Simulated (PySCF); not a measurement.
## How methods differ on the ionisation energy of Zr⁺

Zr⁺ [Kr] 4d2 5s1 [4d3/2^2 5s1/2^1, M_J = 3/2] → Zr²⁺ [Kr] 4d2 [4d3/2^2, M_J = 2], as a difference of total energies. Calculation: PySCF 2.14, in x2c-QZVPPall-2c (13s12p9d3f2g, 133 functions); the two-component X2C-1e Hamiltonian. Correlated levels: [Ar] 3d10 frozen; the 34 highest virtual spinors dropped. "Screened" scales the spin-orbit matrix elements by Boettger's factors to mimic the two-electron term; Breit and QED terms are absent.

```
                    method  ionisation energy (eV)
           GHF (spin-free)                  12.289
          GMP2 (spin-free)                  13.017
 GHF (screened spin-orbit)                  12.275
GMP2 (screened spin-orbit)                  13.004
```

Question: How much does correlation contribute at GMP2 (screened spin-orbit)?

Answer: 13.004 − (12.275) = 0.729 eV, measured against GHF (screened spin-orbit).

The spin-free rows relax to the high-spin LS determinant and lack the spin-orbit shift.

The labels give the starting determinants; with spin-orbit coupling the two ends relaxed to ⟨J²⟩ = 6.39, ⟨L²⟩ = 11.99, ⟨S²⟩ = 3.74 and ⟨J²⟩ = 7.37, ⟨L²⟩ = 11.94, ⟨S²⟩ = 1.98.

The determinant of Zr⁺ and of Zr²⁺ mixes levels of different J (the jj label is only the starting occupation), so the difference between spin-free and spin-orbit rows is not the physical spin-orbit shift.

For comparison: 13.13 eV (measured; NIST Atomic Spectra Database, ionization energies).
